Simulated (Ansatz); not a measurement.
Cartesian coordinates (Å):
SMILES: B
```xyz
4

B      0.0000     0.0000     0.0000
H     -0.3431     1.1431    -0.0035
H     -0.8183    -0.8687    -0.0112
H      1.1614    -0.2744     0.0147
```
Charge 0, multiplicity 1.

All values below come from frozen-core CCSD(T)/cc-pVTZ // PBE0-D4/def2-TZVP (Ansatz, an electronic-structure program).

| Item | Value |
|---|---|
| HF energy | -26.40011 Ha |
| MP2 correlation energy | -0.11334 Ha |

Task: Estimate the CCSD correlation energy, the (T) correction, the total energy and the T1 diagnostic.

Result: 
```json
{
  "CCSD correlation energy": "-0.13508 Ha",
  "(T) correction": "-0.00253 Ha",
  "CCSD(T) total energy": "-26.53772 Ha",
  "T1 diagnostic": "0.006"
}
```
